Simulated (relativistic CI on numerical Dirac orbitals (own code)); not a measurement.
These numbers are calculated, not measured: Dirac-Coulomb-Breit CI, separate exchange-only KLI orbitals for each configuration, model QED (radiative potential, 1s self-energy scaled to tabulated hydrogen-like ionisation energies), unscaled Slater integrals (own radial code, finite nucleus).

The strongest absorption lines from the ground level of an ion, among the configurations computed and to levels below about 158 eV (vacuum wavelength in nm, gf): 8.2422 (0.5), 8.6411 (0.37), 15.628 (1.1), 15.942 (0.46), 16.139 (1.2), 16.442 (1.3), 16.471 (2.3), 16.601 (4.4).

Task: Which ion is it?
A. Rh XIII
B. Ag XV
C. Tc XI
D. Ag XIII

Result: B. Ag XV has 33 electrons and the ground level 4s²4p³ ⁴S°3/2; the strongest line goes to 4s²4p²4d ⁴P5/2. The pattern of lines fixes the number of electrons, and along that sequence the line energies rise steadily with the charge (about as its square where n changes within one kind of shell, about linearly where n is kept but much faster in heavy ions where fine structure, which grows about as Z⁴, sets the gap, and irregularly where shells cross), which fixes Z. Configurations outside the model, such as inner-shell arrays, can give stronger lines. At this charge energies of transitions that change n are usually good to better than 1 %, and those within a shell (Δn = 0) to a few per cent.

LS names give the leading component of a level, which can be under half, so a name can repeat, a term be missing and a line seem to break the LS rules.
